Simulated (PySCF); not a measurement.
Exercise with solution: oscillator strength and radiative lifetime

B(GeH3)(Me)2 (C₂H₉BGe), SMILES C[B](C)[GeH3].

Geometry: PBE0-D3(BJ)/def2-SVP.

TDA-ωB97X/def2-SVPD in PySCF puts the first singlet state with f over 0.02 at 7.32 eV (vertical), with the transition dipole (0.514, -0.063, -0.118) in atomic units.

### Question
Find the oscillator strength, the wavelength and the radiative lifetime that this transition would have in vacuum if emission retraced absorption.

### Answer

|μ|² = 0.2821 au, so |μ| = 1.35 D. ΔE = 7.32/27.211 = 0.2690 hartree. f = (2/3) ΔE |μ|² = 0.051 (the program prints 0.051).
λ = 1239.84/7.32 = 169 nm; ν = 59040 cm⁻¹.
Einstein's coefficient A = 0.6670 ν² f s⁻¹ (ν in cm⁻¹) = 1.2e8 s⁻¹, so τ = 1/A = 8.5 ns. This state is S3; the lower singlets have f = 0.009, 0.002. The figure is the radiative limit of this one transition; relaxation, internal conversion, crossing to triplets and a medium change what is measured.
